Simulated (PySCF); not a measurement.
r2SCAN on Li⁻ (lithium, charge -1), [He] 2s2, closed-shell 1S. Computed with PySCF 2.14 in dyall-av3z, with no relativity, point nucleus.

```
cycle= 1 E= -7.4960457178608  delta_E= -0.000778  |g|= 0.00564  |ddm|= 0.107
cycle= 2 E= -7.49607579976342  delta_E= -3.01e-05  |g|= 0.00498  |ddm|= 0.103
cycle= 3 E= -7.49619925917307  delta_E= -0.000123  |g|= 0.000255  |ddm|= 0.0449
cycle= 4 E= -7.49619950623074  delta_E= -2.47e-07  |g|= 6.84e-05  |ddm|= 0.00577
cycle= 5 E= -7.49619953344145  delta_E= -2.72e-08  |g|= 1.69e-05  |ddm|= 0.00198
cycle= 6 E= -7.49619953559663  delta_E= -2.16e-09  |g|= 1.98e-06  |ddm|= 0.000689
cycle= 7 E= -7.49619953564098  delta_E= -4.43e-11  |g|= 1.74e-07  |ddm|= 0.000132
converged SCF energy = -7.49619953564098  <S^2> = 4.4408921e-15  2S+1 = 1
```

Highest occupied orbital energy: 0.806 eV; ⟨L²⟩ = 0.00; populations by l: s 4.00, p 0.00, d 0.00.

(1) Can this result be used?

Results:

(1) With care. The calculation finished and met its thresholds. At r2SCAN the highest occupied level has a positive energy, so only the finite basis holds that electron; in a semilocal or global hybrid functional this comes from self-interaction and does not mean that the real anion is unbound.
